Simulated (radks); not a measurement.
Q: All-electron atom: the promethium ion Pm54+ in [He] 2s2 2p3. Calculated with a radial shooting solver on a logarithmic mesh with Libxc functionals: scalar-relativistic Kohn-Sham, PBEsol, spin-polarised, spherical densities, finite nucleus; open shells are filled with parallel spins first (spin-orbit coupling, left out, can overturn this in heavy ions); Fermi nuclear charge, rms radius 4.962 fm. Some entries of the table are withheld. Estimate them.

orbital  occ.  eigenvalue (hartree)  r(max) (bohr)  <r> (bohr)
1s up       1             -1837.069        0.01478     0.02314
1s down     1             -1835.413        0.01478     0.02312
2s up       1                   (1)            (2)     0.09548
2s down     1                   (3)            (4)     0.09574
2p up       3             -405.5647        0.06565     0.08325
2p down     0             -402.2807        0.06583     0.08356

A: 
(1) 2s up eigenvalue (hartree): -430.2717
(2) 2s up r(max) (bohr): 0.08203
(3) 2s down eigenvalue (hartree): -427.5398
(4) 2s down r(max) (bohr): 0.08218
